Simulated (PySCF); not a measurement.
**Bond energies at PBE0/def2-SVP beside a composite method**

PySCF, lowest determinants of a PBE0 search. The composite is CCSD(T) extrapolated to the basis-set limit from two correlation-consistent sets, with core-valence (CV) and scalar-relativistic (SR) terms as its label shows; it has no spin–orbit coupling and nothing beyond (T).

| species | state (unpaired electrons) | De PBE0 (eV) | De composite (eV) | composite | dissociates to |
| --- | --- | --- | --- | --- | --- |
| PH | triplet (π ↑↑) | 3.15 | 3.19 | CCSD(T)/CBS(TQ)+CV+SR | P + H |
| SbH | triplet (π ↑↑) | 2.53 | 2.62 | CCSD(T)/CBS(DT) | Sb + H |
| GaF | singlet (closed shell) | 5.93 | 6.13 | CCSD(T)/CBS(DT)+CV | Ga + F |
| MgCl | doublet (σ ↑) | 3.39 | 3.29 | CCSD(T)/CBS(DT)+CV | Mg + Cl |
| SiSb | doublet (π ↑) | 2.73 | 2.83 | CCSD(T)/CBS(DT) | Si + Sb |
| CdI | doublet (σ ↑) | 1.29 | 1.13 | CCSD(T)/CBS(DT) | Cd + I |
| KRb | singlet (closed shell) | 0.48 | 0.53 | CCSD(T)/CBS(DT) | K + Rb |
| HgC | triplet (π ↑↑) | 0.69 | 0.54 | CCSD(T)/CBS(DT) | Hg + C |

**Question.** Does PBE0 bind more or less than the composite, by how much on average, and where is the difference largest?

**Answer.** PBE0/def2-SVP binds about as much on average, method and basis taken together: the mean signed difference is -0.01 eV and the mean absolute one 0.11 eV; it is largest for GaF (-0.20 eV).

The molecules are drawn from runs that passed checks on state, spin purity and fit, so the hardest cases are missing and the errors look smaller than over all diatomics.

Correlated steps freeze the inner cores (4 to 19 orbitals); shallow outer-core shells are correlated. Closed-shell solutions of metal pairs were not tested for spin polarisation, which can lower them a little. Weak bonds: KRb. Basis-set superposition, not corrected here, can be much of De in a small basis, most of all at correlated wavefunction levels. Functionals without a dispersion term scatter widely for such bonds, and LDA overbinds them. These are scalar-relativistic numbers at best; spin–orbit coupling would shift them, the dissociation energy most. Where the molecule has an RHF reference, its open-shell atoms are computed with UHF. States were picked by a PBE0 search and need not be the measured ground states.
